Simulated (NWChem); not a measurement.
GaH₂F; SMILES [GaH2][F]

```xyz
4

Ga     0.0000     0.0000    -0.3469
H      0.0000     1.4309    -0.9903
H      0.0000    -1.4309    -0.9903
F      0.0000     0.0000     1.4151
```
Atoms are numbered in this order, from 1.

All runs use the structure optimised with B3LYP/6-31G* (spherical d). B3LYP is NWChem's, with the RPA form of VWN correlation.

Symmetry labels are those of C2v in the frame above (b1 and b2, or b-type labels, depend on it).

Question: List the 4 lowest vertical singlet excitations from B3LYP/def2-SVPD, TDA (NWChem).

Answer: 
```csv
state,energy (eV),oscillator strength,symmetry,leading excitation (squared amplitude)
S1,5.59,0.000,a2,HOMO → LUMO (1.00)
S2,7.47,0.054,b1,HOMO−1 → LUMO (0.97)
S3,7.51,0.000,a2,HOMO−3 → LUMO (1.00)
S4,7.57,0.030,b2,HOMO → LUMO+1 (0.70)
```
